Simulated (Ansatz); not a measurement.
C3H9FInN (`CC(C)[NH][InH][F]`), charge 0, multiplicity 1.

Question: Give a relaxed structure at PBE0-D4/def2-TZVP (Ansatz). (Best estimate.)

Answer: Ansatz gave: 
Z-matrix (Å, degrees):
```
C
C 1 1.523
H 1 1.094 2 110.2
H 1 1.093 2 110.9 3 -119.4
H 1 1.094 2 111.3 3 120.5
C 2 1.515 1 110.9 3 -60.1
N 2 1.447 1 111.8 3 63.6
H 2 1.102 1 107.6 3 -177.2
H 6 1.094 2 111.2 1 -178.4
H 6 1.091 2 111.1 1 -58.3
H 6 1.097 2 110.6 1 60.9
In 7 1.989 2 130.2 1 -111.0
H 7 1.010 2 113.4 1 55.0
F 12 1.965 7 103.6 2 171.3
H 12 1.685 7 140.1 2 -12.4
```
This is one stationary point; other conformers may exist.
